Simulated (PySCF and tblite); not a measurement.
Results of a calculation; reference values are marked as such.
C₆H₇NO, numbered as in [CH3:1][O:2][c:3]1[cH:4][cH:5][cH:6][n:7][cH:8]1.

Level: PBE0-D3(BJ)/pcSseg-1 (IEF-PCM, chloroform)//GFN2-xTB, thermal terms from GFN2-xTB, symmetry numbers and mirror pairs counted. Conformers within 3 kcal/mol (GFN2-xTB free energy) were kept, 4 at most. Couplings: B3LYP/6-31G* with pcJ-1 on H (gas phase; spin-dipole term only for pairs with B, N, F, Si or P). Couplings are for ¹H. H–H couplings come out 0.1 to 0.9 Hz lower than with pcJ-1 on all atoms. Codes: tblite and PySCF.

Torsions listed: C1–O2–C3–C4.

```json
{"conformer": "1", "shape": "0°", "weight %": "58.5"}
{"conformer": "2", "shape": "180°", "weight %": "41.5"}
```

Give the couplings in each conformer and the averages at 298.15 K (pairs that fast motion interchanges averaged).


```csv
coupling,pairs,1,2,average (Hz)
"²J(H1,H1)",3,-11.4,-11.5,-11.4
"³J(H4,H5)",1,9.4,9.3,9.4
"³J(H5,H6)",1,5.2,5.0,5.1
```
